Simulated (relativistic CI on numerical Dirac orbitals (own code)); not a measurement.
Computed by Dirac-Coulomb-Breit CI, orbitals from a KLI potential per configuration, model QED (radiative potential, 1s self-energy scaled to tabulated hydrogen-like ionisation energies), unscaled Slater integrals (own radial code, finite nucleus).

The strongest absorption lines from the ground level of an ion, among the configurations computed and to levels below about 2480 eV (vacuum wavelength in Å, gf): 5.0403 (0.051), 5.0592 (0.03), 5.8109 (0.11), 5.8551 (0.066), 8.1312 (0.36), 8.3060 (0.24), 70.250 (0.42), 127.07 (0.11).

**Question.** Which ion is it?
A. Pm LI
B. Rh XXXV
C. I XLIII
D. I XLV

**Answer.** C. I XLIII has 11 electrons and the ground level 3s ²S1/2; the strongest line goes to 3p ²P°3/2. The pattern of lines fixes the number of electrons, and along that sequence the line energies rise steadily with the charge (about as its square where n changes within one kind of shell, about linearly where n is kept but much faster in heavy ions where fine structure, which grows about as Z⁴, sets the gap, and irregularly where shells cross), which fixes Z. Configurations outside the model, such as inner-shell arrays, can give stronger lines. At this charge energies of transitions that change n are usually good to better than 1 %, and those within a shell (Δn = 0) to a few per cent.
